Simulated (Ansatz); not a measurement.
A set of 12 reactions (redistribution), with CCSD(T)/CBS values in kJ/mol:

| reaction | ΔE |
| --- | --- |
| `F[SiH](F)[SiH3]` + `CCBSC` → `CCBS[SiH3]` + `C[SiH](F)F` | -128.2 |
| `C[SiH2][SiH2]Cl` + `CNC[SiH2]Cl` → `C[SiH2]C[SiH2]Cl` + `CN[SiH2]Cl` | -161.6 |
| `CO[SiH](N)O[SiH3]` + `[SiH3]C[AsH2]` → `CO[SiH2]O[SiH3]` + `NC([SiH3])[AsH2]` | 168.0 |
| `B[S][GaH][SiH3]` + `C[Si](F)([SiH3])[SiH3]` → `B[Si](C)(F)[SiH3]` + `[SiH3][S][GaH][SiH3]` | 42.7 |
| `N=[CH][GeH2][CH2]Cl` + `C[SiH2][TeH]` → `[CH3][GeH2][CH]=N` + `ClC[SiH2][TeH]` | -3.5 |
| `[CH3][In]([CH3])[OH]` + `[Cl][Al]1[CH2][CH2]1` → `[CH3][In]([OH])[Cl]` + `[CH3][Al]1[CH2][CH2]1` | 15.3 |
| `F[SiH](F)[SiH3]` + `O[AsH]O` → `O[AsH][SiH3]` + `O[SiH](F)F` | -147.4 |
| `CO[SiH2]S[SiH2]O` + `F[SiH2][SiH2]S` → `O[SiH2][SiH2]S` + `CO[SiH2]S[SiH2]F` | 12.7 |
| `O[SiH](Cl)O[SiH2]Cl` + `O[SiH2][SiH2][GeH3]` → `O[SiH2][SiH2][SiH2]Cl` + `O[SiH](Cl)[O][GeH3]` | 103.1 |
| `[Cl][Sn][Cl]` + `[CH3][GeH]([F])[F]` → `[F][Sn][Cl]` + `[CH3][GeH]([F])[Cl]` | 19.8 |
| `[Cl][Sn][Cl]` + `C[N](C)[Y]([NH2])[F]` → `C[N](C)[Sn][Cl]` + `[NH2][Y]([F])[Cl]` | -70.4 |
| `[CH3][Al]([SH])[Br]` + `C[SiH](N)Cl` → `[CH3][Al]([SH])[Cl]` + `C[SiH](N)Br` | 2.3 |

Program: Ansatz. Geometries: PBE0-D4/def2-TZVP. ΔE: electronic, gas phase. CBS: MP2 limit from def2 TZ/QZ plus the TZ coupled-cluster correction, frozen cores. This one scheme is used for every species. Functionals use def2-TZVPP. B3LYP here is the variant with VWN-RPA as its local correlation; programs differ in this. def2 core potentials past Kr. For As, Br, Ga, Ge, In, Sn, Te, Y outer-core shells are correlated without core-valence functions, which leaves a few kJ/mol of doubt a bond. Scalar relativity is left out up to krypton. One conformer a species, not always the lowest.

Problem. Give the mean, mean absolute and largest difference (level minus CCSD(T)/CBS, kJ/mol) for: PBE0-D4, B3LYP-D4, ωB97X-V, PBE, r2SCAN, PBE0, B3LYP, HF/def2-TZVPP, SCS-MP2/def2-TZVPP, CCSD(T)/def2-TZVPP, MP2/def2-QZVPP, SCS-MP2/def2-QZVPP, HF/CBS(def2), CCSD/CBS(def2). (Best estimate.)

Solution. Computed: 
```csv
level,mean,mean absolute,largest
PBE0-D4,2.6,5.3,15.3
B3LYP-D4,2.1,3.8,8.0
ωB97X-V,1.3,4.2,9.9
PBE,4.3,9.8,21.7
r2SCAN,1.1,2.7,5.0
PBE0,2.5,5.7,13.8
B3LYP,2.0,4.5,13.4
HF/def2-TZVPP,-2.8,7.0,-12.8
SCS-MP2/def2-TZVPP,-0.7,2.4,-6.9
CCSD(T)/def2-TZVPP,0.8,1.6,3.5
MP2/def2-QZVPP,-1.5,3.3,-11.9
SCS-MP2/def2-QZVPP,-1.2,2.2,-8.6
HF/CBS(def2),-2.9,7.2,-13.4
CCSD/CBS(def2),-0.3,1.5,-3.1
```

The largest T1 diagnostic in the set is 0.017, for `C[N](C)[Sn][Cl]` (customary mark 0.02).

CCSD(T)/CBS is a level of theory with its own doubt, and the functionals carry their triple-zeta basis error, so these figures describe this set and don't rank the functionals.
